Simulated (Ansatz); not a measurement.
System: sum formula AlN2OH5 (charge 0, singlet). SMILES: [NH2][Al]([NH2])[OH]
Structure (B3LYP-D3(BJ)/def2-TZVP (Ansatz, a program for electronic structure) minimum search):
```xyz
9

N     -0.9940    -1.4094    -0.3338
Al    -0.0093     0.0189    -0.0026
N      1.6762    -0.1286     0.5227
O     -0.7643     1.5293    -0.2147
H     -0.6904    -2.3656    -0.2541
H     -1.9545    -1.3686    -0.6339
H      2.1619    -1.0003     0.6607
H      2.2899     0.6430     0.7272
H     -0.3467     2.3773    -0.0703
```
Charge 0, spin multiplicity 1.

Property: atomisation energy (electronic, to ground-state atoms), in kcal/mol. Valence correlation only, unless marked. Open shells are spin-unrestricted. Spin-orbit coupling is left out. Non-relativistic. The coupled-cluster limit lacks core correlation, which all-electron functionals hold. Basis-set limits of correlation are two-point, X^-3; Hartree-Fock from the larger set.

```csv
level,program,atomisation energy (kcal/mol)
PBE0/def2-QZVPP,Ansatz,764.8
B2PLYP/def2-TZVPD,Ansatz,764.8
CCSD/aug-cc-pV(Q+d)Z,Ansatz,[?]
"CCSD(T)/CBS(aug-cc-pV(T+d)Z,aug-cc-pV(Q+d)Z)",Ansatz,[?]
```

Question: Complete the blanks.

Answer: 
- CCSD/aug-cc-pV(Q+d)Z, atomisation energy (kcal/mol): 756.7
- CCSD(T)/CBS(aug-cc-pV(T+d)Z,aug-cc-pV(Q+d)Z), atomisation energy (kcal/mol): 778.2
